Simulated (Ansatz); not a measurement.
# Molecular dynamics of FH₅N₂Si

input.yaml

```yaml
crystal:
  periodic: [false, false, false]
  atoms:
    - { symbol: Si, position_ang: [-0.076429, 0.005928, 0.047563] }
    - { symbol: H, position_ang: [-0.053618, -0.154096, 1.548037] }
    - { symbol: F, position_ang: [1.580225, 0.14784, -0.387642] }
    - { symbol: "N", position_ang: [-0.818035, 1.415616, -0.685066] }
    - { symbol: H, position_ang: [-1.807517, 1.437023, -0.912637] }
    - { symbol: H, position_ang: [-0.311206, 2.272266, -0.885864] }
    - { symbol: "N", position_ang: [-0.931208, -1.39299, -0.566239] }
    - { symbol: H, position_ang: [-1.035478, -2.247298, -0.024642] }
    - { symbol: H, position_ang: [-1.189834, -1.48429, -1.54591] }
basis:
  gaussian: { orbitals: "6-31G" }
hamiltonian:
  xc: blyp
  dispersion: d4
md:
  timestep: 0.5
  n_steps: 166
  ensemble: nvt_langevin
  temperature: 50.0
  initial_velocities: maxwell_boltzmann
  seed: 101170
  friction: 0.001
  temperature_schedule:
    - { n_steps: 41, end_temperature: 50.0 }
    - { n_steps: 125, end_temperature: 150.0 }
```

Command:

```bash
$ ansatz run input.yaml --threads 1 --pin off --max-ram 2048MiB --backend cpu --events-out ev --progress --plain --runs-dir out
```

It starts from a relaxed structure.

Output, in part (one step line in 6, the closing report, with atoms numbered from 0):

```
md step     0: t =     0.00 fs  T =    44.4 K (target 50.0 K)  F+E_penalty+E_count = -13654.73895687 eV  E_kin = 0.051704 eV  (25 SCF iters)
md step     6: t =     3.00 fs  T =    34.0 K (target 50.0 K)  F+E_penalty+E_count = -13654.72553031 eV  E_kin = 0.039556 eV  (22 SCF iters)
md step    12: t =     6.00 fs  T =    21.5 K (target 50.0 K)  F+E_penalty+E_count = -13654.71037885 eV  E_kin = 0.025056 eV  (20 SCF iters)
md step    18: t =     9.00 fs  T =    19.2 K (target 50.0 K)  F+E_penalty+E_count = -13654.70740999 eV  E_kin = 0.022370 eV  (22 SCF iters)
md step    24: t =    12.00 fs  T =    16.8 K (target 50.0 K)  F+E_penalty+E_count = -13654.70275367 eV  E_kin = 0.019524 eV  (21 SCF iters)
md step    30: t =    15.00 fs  T =    22.9 K (target 50.0 K)  F+E_penalty+E_count = -13654.70846135 eV  E_kin = 0.026591 eV  (21 SCF iters)
md step    36: t =    18.00 fs  T =    30.4 K (target 50.0 K)  F+E_penalty+E_count = -13654.72046684 eV  E_kin = 0.035389 eV  (20 SCF iters)
md step    42: t =    21.00 fs  T =    30.7 K (target 50.4 K)  F+E_penalty+E_count = -13654.72207368 eV  E_kin = 0.035759 eV  (21 SCF iters)
md step    48: t =    24.00 fs  T =    28.7 K (target 55.2 K)  F+E_penalty+E_count = -13654.71951324 eV  E_kin = 0.033392 eV  (25 SCF iters)
md step    54: t =    27.00 fs  T =    24.2 K (target 60.0 K)  F+E_penalty+E_count = -13654.71298120 eV  E_kin = 0.028133 eV  (21 SCF iters)
md step    60: t =    30.00 fs  T =    20.5 K (target 64.8 K)  F+E_penalty+E_count = -13654.70740973 eV  E_kin = 0.023865 eV  (19 SCF iters)
md step    66: t =    33.00 fs  T =    21.5 K (target 69.6 K)  F+E_penalty+E_count = -13654.70963197 eV  E_kin = 0.025063 eV  (21 SCF iters)
md step    72: t =    36.00 fs  T =    20.7 K (target 74.4 K)  F+E_penalty+E_count = -13654.70711136 eV  E_kin = 0.024074 eV  (21 SCF iters)
md step    78: t =    39.00 fs  T =    23.9 K (target 79.2 K)  F+E_penalty+E_count = -13654.70731411 eV  E_kin = 0.027809 eV  (21 SCF iters)
md step    84: t =    42.00 fs  T =    32.9 K (target 84.0 K)  F+E_penalty+E_count = -13654.71591694 eV  E_kin = 0.038299 eV  (21 SCF iters)
md step    90: t =    45.00 fs  T =    34.1 K (target 88.8 K)  F+E_penalty+E_count = -13654.71862637 eV  E_kin = 0.039666 eV  (21 SCF iters)
md step    96: t =    48.00 fs  T =    36.2 K (target 93.6 K)  F+E_penalty+E_count = -13654.71968036 eV  E_kin = 0.042144 eV  (21 SCF iters)
md step   102: t =    51.00 fs  T =    35.3 K (target 98.4 K)  F+E_penalty+E_count = -13654.71971651 eV  E_kin = 0.041080 eV  (21 SCF iters)
md step   108: t =    54.00 fs  T =    29.7 K (target 103.2 K)  F+E_penalty+E_count = -13654.71323134 eV  E_kin = 0.034596 eV  (20 SCF iters)
md step   114: t =    57.00 fs  T =    22.3 K (target 108.0 K)  F+E_penalty+E_count = -13654.70118913 eV  E_kin = 0.025905 eV  (19 SCF iters)
md step   120: t =    60.00 fs  T =    25.9 K (target 112.8 K)  F+E_penalty+E_count = -13654.70229137 eV  E_kin = 0.030173 eV  (22 SCF iters)
md step   126: t =    63.00 fs  T =    37.9 K (target 117.6 K)  F+E_penalty+E_count = -13654.71389555 eV  E_kin = 0.044141 eV  (22 SCF iters)
md step   132: t =    66.00 fs  T =    44.8 K (target 122.4 K)  F+E_penalty+E_count = -13654.72007451 eV  E_kin = 0.052075 eV  (20 SCF iters)
md step   138: t =    69.00 fs  T =    51.2 K (target 127.2 K)  F+E_penalty+E_count = -13654.72163991 eV  E_kin = 0.059592 eV  (22 SCF iters)
md step   144: t =    72.00 fs  T =    41.4 K (target 132.0 K)  F+E_penalty+E_count = -13654.71368023 eV  E_kin = 0.048180 eV  (22 SCF iters)
md step   150: t =    75.00 fs  T =    25.2 K (target 136.8 K)  F+E_penalty+E_count = -13654.69574131 eV  E_kin = 0.029369 eV  (19 SCF iters)
md step   156: t =    78.00 fs  T =    21.5 K (target 141.6 K)  F+E_penalty+E_count = -13654.68950664 eV  E_kin = 0.024962 eV  (22 SCF iters)
md step   162: t =    81.00 fs  T =    26.3 K (target 146.4 K)  F+E_penalty+E_count = -13654.69370737 eV  E_kin = 0.030596 eV  (22 SCF iters)
md step   166: t =    83.00 fs  T =    34.6 K (target 149.6 K)  F+E_penalty+E_count = -13654.70292390 eV  E_kin = 0.040198 eV  (26 SCF iters)
Total energy: -13654.70322471 eV, -501.8010880178 hartree
Atom 0 at    -0.079198    -0.023453     0.068316 Å, force    -0.049440    -0.081704     0.601723 eV/Å
Atom 1 at    -0.128604    -0.257954     1.569592 Å, force     0.056012    -0.061683    -0.219970 eV/Å
Atom 2 at     1.571817     0.208942    -0.308585 Å, force     0.321380    -0.023109     0.029441 eV/Å
Atom 3 at    -0.821357     1.413384    -0.569470 Å, force    -0.493112     0.187499    -0.392825 eV/Å
Atom 4 at    -1.779362     1.418780    -0.916578 Å, force     0.094686    -0.046752     0.132229 eV/Å
Atom 5 at    -0.321213     2.275293    -0.736993 Å, force     0.169609     0.195384     0.048435 eV/Å
Atom 6 at    -0.855743    -1.372896    -0.714944 Å, force     0.023519     0.215950    -0.662127 eV/Å
Atom 7 at    -0.943318    -2.306846    -0.346323 Å, force    -0.019548    -0.294187     0.289812 eV/Å
Atom 8 at    -0.976296    -1.323786    -1.730481 Å, force    -0.103107    -0.091399     0.173281 eV/Å
Dipole moment:    -0.506646    -0.103279    -0.185420 e Å
```

All steps were run. The schedule's set-point averaged 117 K over the second half and the system 33 K, so it lags behind the ramp. A run of 0.083 ps of so small a system gives no equilibrium averages. Limits of this set-up: no polarisation functions.

The same pairs are bonded in the first frame and the last. Pairs count as bonded within 1.25 times the sum of covalent radii (0.12 Å more for H–H).

Last frame:

```xyz
9
Properties=species:S:1:pos:R:3
Si -0.079 -0.024 0.068
H -0.129 -0.258 1.570
F 1.572 0.209 -0.309
N -0.821 1.413 -0.570
H -1.779 1.419 -0.917
H -0.321 2.275 -0.737
N -0.856 -1.373 -0.715
H -0.943 -2.307 -0.346
H -0.976 -1.324 -1.730
```

Run time: 5.5 min on 1 thread of Arm Neoverse V1 (shared host), peak memory 0.095 GiB.
